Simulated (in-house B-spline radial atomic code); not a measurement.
RPA and G0W0 on PBE: the molybdenum ion Mo⁺

Configuration [Kr] 4d5, highest spin, mean-field start PBE. Computed with a B-spline radial code for spherical atoms: all electrons, scalar-relativistic (spin-free one-electron X2C), finite nucleus, each spin shell either full or empty, empty states to l = 9 with an (l + 1/2)⁻⁴ tail; G0W0 by contour deformation at full frequency.

Command:
```bash
python run_gw.py task.json out
```
Settings (radii: box in bohr, nucleus in fm):
```
Z                        42
electrons                41
configuration            [Kr] 4d5
hamiltonian              x2c
method                   pbe,pbe
lmax                     9
rms_radius               4.4091
spin_polarised           True
box_radius               23.78
intervals                70
```

Cost of the run: 4.8 s on 1 thread of Arm Neoverse V2, with other jobs on the host.

Energies (hartree):

| term | value |
| --- | --- |
| mean-field total | -4047.75730 |
| Hartree-Fock functional on these orbitals | -4045.98299 |
| direct second order | -3.5146 |
| second-order exchange | 1.0328 |
| SOSEX correction | 0.95001 |

Task: What is the RPA correlation energy, and what remains with SOSEX?

Result: RPA gives -3.068 hartree (-2.04 eV per electron); RPA + SOSEX gives -2.118, and the second-order doubles -2.4818 hartree (no singles). SOSEX takes back 31 % of the RPA value.

Quasi-particle levels (eV):

```tsv
level	occupied	mean field	Σx - vxc	Σc	QP weight	G0W0
4d up	yes	-11.425	-5.08	?	?	?
5s up	no	-10.405	4.54	-1.76	0.899	-7.630
```

G0W0 = mean field + (Σx - vxc) + Σc, with Σc (partial-wave tail included) taken at the quasi-particle energy. Only the outer levels were computed. Levels of low weight are left out.

Task: Where does G0W0 put 4d up?

Result: At -16.062 eV, with Σc = 0.44 eV and a quasi-particle weight of 0.800. The tabulated removal energy is 16.16 ± 0.12 eV (NIST, semi-empirical); the calculation leaves out spin-orbit coupling, Breit and QED terms, and what these don't explain is the method's own error.
